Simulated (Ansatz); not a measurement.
System: sum formula H5SiNO3, charge 0, multiplicity 1. SMILES: N[Si](O)(O)O
Structure (B3LYP-D3(BJ)/def2-TZVP (Ansatz, a quantum-chemistry and plane-wave program) minimum search):
```
Si
O 1 1.6386
H 2 0.9603 1 115.99
O 1 1.6449 2 107.20 3 27.25
H 4 0.9603 1 116.37 2 -137.92
O 1 1.6463 2 115.88 3 -87.54
H 6 0.9605 1 116.38 2 -69.41
N 1 1.7005 2 103.64 3 153.15
H 8 1.0065 1 121.51 2 176.64
H 8 1.0070 9 111.93 1 -151.57
```
Charge 0, spin multiplicity 1.

CCSD(T) with Ansatz in growing basis sets, 32 correlated electrons. Valence correlation only, unless marked. UHF or UKS for open shells. No spin-orbit coupling. Non-relativistic. Costs are ratios of core time to the smallest set, on shared machines of one kind, and rough; they hold the program's checks for lower states.

| basis | functions | cost over smallest | E(corr) (Eh) | electronic atomisation energy (kcal/mol) |
|---|---|---|---|---|
| cc-pV(D+d)Z | 104 | 1× | -0.8706 | 844.1 |
| cc-pV(T+d)Z | 229 | 10× | ? | ? |

What does the step to cc-pV(T+d)Z buy, and how does its cost grow by formal scaling?

Formally CCSD grows as o²v⁴ and (T) as o³v⁴; with o = 16 and v going from 79 to 204 both grow 44-fold in the last step, while integrals and the mean field grow more slowly. That step adds 238.8 mEh of correlation energy and 79.7 kcal/mol to the atomisation energy. Row: E(corr) (Eh) -1.1094, electronic atomisation energy (kcal/mol) 923.8.
